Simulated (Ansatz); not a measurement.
ClF3H2O2W, SMILES `[OH][W]([OH])([F])([F])([F])[Cl]`. The species carries charge 0 and has multiplicity 1. Correlated methods include outer-core shells of W, which these sets cover unevenly. W: def2 effective core potential.

```xyz
9

O    -0.425    0.687    1.461
W    -0.058   -0.242   -0.121
O     0.075    1.313   -1.096
F    -1.860   -0.385   -0.503
F     1.785   -0.139    0.128
F    -0.036   -1.734    1.005
Cl    0.318   -1.705   -1.858
H    -0.550    0.251    2.310
H     0.751    1.953   -1.326
```

Task: Give the diagnostics of a CCSD(T)/def2-TZVPP run (frozen core, Ansatz 0.2.0). (Estimate.)

Result: Computed: T1 = 0.0214, largest single amplitude 0.074, largest double 0.031, (T) share of the correlation energy 4.4 %, 13 CCSD cycles. The RHF solution is stable towards an unrestricted one. T1 lies over the customary mark of 0.02 for closed shells; compounds of d metals often pass it without a breakdown.
